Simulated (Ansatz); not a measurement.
Program: Ansatz. Geometries: PBE0-D4/def2-TZVP. ΔE: electronic, gas phase. CCSD(T)/CBS is the MP2 limit (def2-TZVPP, def2-QZVPP) plus CCSD(T) − MP2 in def2-TZVPP, frozen cores. Functionals use def2-TZVPP. B3LYP here is the variant with VWN-RPA as its local correlation; programs differ in this. For Ge outer-core shells are correlated without core-valence functions, which leaves a few kJ/mol of doubt a bond. Scalar relativity is left out up to krypton. One conformer a species, not always the lowest.

Consider the formal exchange of groups at the Si–S bond: `C[SiH](F)S[SiH](O)O` + GeH₄ → `O[SiH](O)[GeH3]` + `C[SiH](F)S`.

```csv
level,ΔE (kJ/mol)
r2SCAN-D4,83.9
PBE0-D4,79.7
B3LYP-D4,80.9
ωB97M-V,85.2
B3LYP,71.1
HF/def2-TZVPP,82.4
CCSD/def2-TZVPP,78.8
MP2/CBS(def2),88.8
```

(1) What does CCSD(T)/CBS give? (Estimate.)

Largest T1 diagnostic among the species: 0.012.

## Answers

(1) Ansatz gave: +81.2 kJ/mol. The listed levels differ from it by 2.7, -1.5, -0.3, 4.0, -10.1, 1.2, -2.4, 7.6 kJ/mol.

From PBE to PBE0 (25 % exact exchange), in def2-TZVPP and without D4, ΔE moves by +5.5 kJ/mol. The D4 term adds +9.8 kJ/mol with B3LYP and +5.3 kJ/mol with PBE0; it sums over pairs of atoms, weighted by their polarisabilities, and B3LYP, whose exchange is more repulsive, gets the larger term.
